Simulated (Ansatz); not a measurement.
Start from `OC(O)CF` and change one atom or group to get `OC(O)N[SiH3]`.

Ansatz, PBE0-D4/def2-TZVP geometries, multiplicity 1. Each molecule was computed in one conformer, which needn't be the lowest.

| property | `OC(O)CF` |
| --- | --- |
| LUMO energy (PBE/def2-TZVPP) / eV | 0.03 |
| HOMO–LUMO gap (PBE0/def2-TZVPP) / eV | 9.35 |
| HOMO energy (PBE/def2-TZVPP) / eV | -6.65 |
| HOMO–LUMO gap (ωB97M-V/def2-TZVPP) / eV | 13.33 |
| LUMO energy (B3LYP/def2-TZVPP) / eV | 0.57 |
| size of the dipole moment (B3LYP/def2-TZVPP) / D | 1.35 |

Task: Give the same properties after the change, and the shifts. (Best estimate.)

Result: The calculation gave: 
| property | `OC(O)N[SiH3]` | shift |
| --- | --- | --- |
| LUMO energy (PBE/def2-TZVPP) / eV | -0.39 | -0.42 |
| HOMO–LUMO gap (PBE0/def2-TZVPP) / eV | 8.05 | -1.30 |
| HOMO energy (PBE/def2-TZVPP) / eV | -6.18 | 0.47 |
| HOMO–LUMO gap (ωB97M-V/def2-TZVPP) / eV | 11.94 | -1.39 |
| LUMO energy (B3LYP/def2-TZVPP) / eV | 0.19 | -0.38 |
| size of the dipole moment (B3LYP/def2-TZVPP) / D | 1.20 | -0.15 |

With PBE0 the HOMO rises by 0.79 eV and the LUMO falls by 0.51 eV, so the gap narrows by about 1.30 eV. PBE moves the HOMO by 0.47 eV and ωB97M-V by 0.92 eV. Dipoles are sizes alone; their direction can turn.

B3LYP here is the variant with VWN-RPA as its local correlation; programs differ in this.
